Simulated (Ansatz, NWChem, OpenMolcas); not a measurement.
**TiO2 (titanium dioxide): the vertical ionisation energy from total energies**

The species is TiO2 (3 atoms), meant as a singlet with charge 0. As SMILES, `[O]=[Ti]=[O]`. Geometry: relaxed at PBE0-D4/def2-TZVP.

```xyz
3

O     0.9210    0.9288    0.4446
Ti    0.1350   -0.4920    0.3316
O    -1.0561   -0.4368   -0.7762
```

Both states at this one shape; open shells run unrestricted unless said. 1 Eh = 27.2114 eV.

| level | program | singlet TiO2 (Eh) | doublet [TiO2]+ (Eh) |
| --- | --- | --- | --- |
| HF/STO-3G | Ansatz | -987.452601 | -987.296690 |
| TPSSh/3-21G | NWChem | -994.990837 | -994.666854 |
| TPSSh/6-31G | NWChem | -999.875575 | -999.527866 |
| B3LYP/aug-cc-pVDZ | OpenMolcas | -1000.011663 | -999.650851 |

Work out the vertical ionisation energy at each level.


1. HF/STO-3G: -987.296690 − (-987.452601) = 0.155911 Eh = 4.24 eV.
2. TPSSh/3-21G: -994.666854 − (-994.990837) = 0.323983 Eh = 8.82 eV.
3. TPSSh/6-31G: -999.527866 − (-999.875575) = 0.347709 Eh = 9.46 eV.
4. B3LYP/aug-cc-pVDZ: -999.650851 − (-1000.011663) = 0.360812 Eh = 9.82 eV.

No measured value is set beside it here; the levels span 4.24 to 9.82 eV. Hartree–Fock favours the state with fewer electron pairs, since it lacks pair correlation. Minimal sets are far from the basis-set limit. The second state is spin-contaminated at HF/STO-3G (⟨S²⟩ = 1.03).
